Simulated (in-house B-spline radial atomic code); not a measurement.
Kr⁸⁺. Computed with a B-spline radial atomic code. Model: all-electron spherical atom, spin shells full or empty, radial basis limit, no spin-orbit coupling: exact exchange with a local potential (Slater, KLI or optimised effective potential, whose far tail is KLI's), no correlation.

Exchange potential has not reached -1/r at the last radius.

The run also made RPA and GW results, which its time includes.

The Slater potential averages the orbital exchange potentials with the orbital densities as weights, KLI adds orbital constants, and the optimised effective potential minimises the exact-exchange energy among local potentials. So their energies lie above Hartree-Fock in the order OEP, KLI, Slater. All fall off as −1/r, unlike LDA and GGA exchange.

Command:
```bash
python run_gw.py task.json out
```
Settings (lengths in bohr, energies in hartree):
```
Z                      36
electrons              28
configuration          [Ar] 3d10
hamiltonian            nr
method                 slater
lmax                   9
spin_polarised         False
box_radius             7.7
intervals              69
```

Run time, properties included: 3.8 s on 1 thread of Arm Neoverse N1 (shared host).

Given: hamiltonian non-relativistic; mean-field start Slater potential.

Computed: energy above Hartree-Fock 181.54 millihartree; virial ratio -E/T less 1 -0.011783.

| radius (bohr) | r times exchange potential (hartree bohr) |
| --- | --- |
| 0.00139 | -0.051561 |
| 0.00169 | -0.06264 |
| 0.00206 | -0.076268 |
| 0.0025 | -0.092413 |
| 0.00304 | -0.11211 |
| 0.0037 | -0.136 |
| 0.00451 | -0.16498 |
| 0.00548 | -0.19912 |
| 0.00667 | -0.24004 |
| 0.00812 | -0.28836 |
| 0.00988 | -0.34446 |
| 0.012 | -0.40807 |
| 0.0146 | -0.47996 |
| 0.0178 | -0.55905 |
| 0.0216 | -0.63982 |
| 0.0263 | -0.72117 |
| 0.0321 | -0.79595 |
| 0.039 | -0.85294 |
| 0.0474 | -0.8851 |
| 0.0577 | ? |
| 0.0702 | -0.90624 |
| 0.0855 | -0.97042 |
| 0.104 | -1.0907 |
| 0.127 | -1.2342 |
| 0.154 | -1.3492 |
| 0.187 | -1.403 |
| 0.228 | -1.3698 |
| 0.277 | -1.3173 |
| 0.337 | -1.3993 |
| 0.411 | -1.5933 |
| 0.5 | -1.7618 |
| 0.608 | -1.8265 |
| 0.74 | -1.7724 |
| 0.9 | ? |
| 1.09 | -1.4753 |
| 1.33 | -1.3214 |
| 1.62 | -1.202 |

Question: What belongs in the row 0.0577?

Answer: r times exchange potential (hartree bohr): -0.89302.

Question: What belongs in the row 0.9?

Answer: r times exchange potential (hartree bohr): -1.6361.

```json
{"occupied": "1s", "level (hartree)": "-522.15", "Hartree-Fock level (hartree)": "-525.29"}
{"occupied": "2s", "level (hartree)": "-73.583", "Hartree-Fock level (hartree)": "-74.901"}
{"occupied": "2p", "level (hartree)": "?", "Hartree-Fock level (hartree)": "?"}
{"occupied": "3s", "level (hartree)": "-15.317", "Hartree-Fock level (hartree)": "-15.708"}
{"occupied": "3p", "level (hartree)": "-13.073", "Hartree-Fock level (hartree)": "-13.199"}
{"occupied": "3d", "level (hartree)": "-8.9896", "Hartree-Fock level (hartree)": "-8.7119"}
```

Question: What belongs in the row 2p?

Answer: level (hartree): -67.475; Hartree-Fock level (hartree): -68.028.

```csv
empty,level (hartree)
4s,-5.5671
4p,-4.8831
4d,?
5s,-2.9128
4f,-2.743
5p,-2.6348
```

Question: What belongs in the row 4d?

Answer: level (hartree): -3.7558.

The highest level, 3d, differs from Hartree-Fock by -7.6 eV and the deepest, 1s, by +85.3 eV: the Slater potential lacks the response part and is deeper than the optimised one throughout, so the top level comes too deep.
